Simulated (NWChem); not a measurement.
AlSiH₅SO₂; SMILES [OH][Al]([OH])[S][SiH3]

```xyz
10

Si    -0.2815    -2.1424    -0.0011
S      1.1922    -0.5639    -0.0017
Al    -0.1488     1.1466    -0.0009
O     -1.7987     0.7666    -0.0004
O      0.3828     2.7543    -0.0007
H     -1.1371    -2.1013    -1.2207
H      0.5099    -3.4072    -0.0016
H     -1.1360    -2.1015     1.2192
H     -2.5365     1.3775     0.0004
H      1.2895     3.0625    -0.0005
```
Atoms are numbered in this order, from 1.

Level: PBE0/def2-SVP (NWChem), optimised geometry, unscaled harmonic frequencies. 

Question: List the harmonic frequencies with IR intensities, and the thermochemistry.

Answer: 
```tsv
frequency (cm⁻¹)	IR intensity (km/mol)
38	2.6
90	3.7
138	0.0
192	9.2
221	23.2
246	6.3
303	217.5
320	79.0
457	25.8
511	73.3
544	74.6
562	303.2
629	18.1
644	35.9
823	216.3
932	158.6
939	64.6
940	52.3
969	198.4
2244	83.3
2252	91.9
2256	99.2
3992	141.0
3996	117.2
```

```yaml
zero_point_energy: 34.6 kcal/mol
thermal correction to the enthalpy at 298.15 K (with zero-point energy): 40.8 kcal/mol
heat capacity Cv: 29.7 cal/(mol K)
entropy at 298.15 K and 1 atm (symmetry number 1): 92.9 cal/(mol K)
dipole_moment: 1.54 D
```

Rigid rotor and harmonic oscillator; modes under 100 cm⁻¹ make the entropy uncertain.
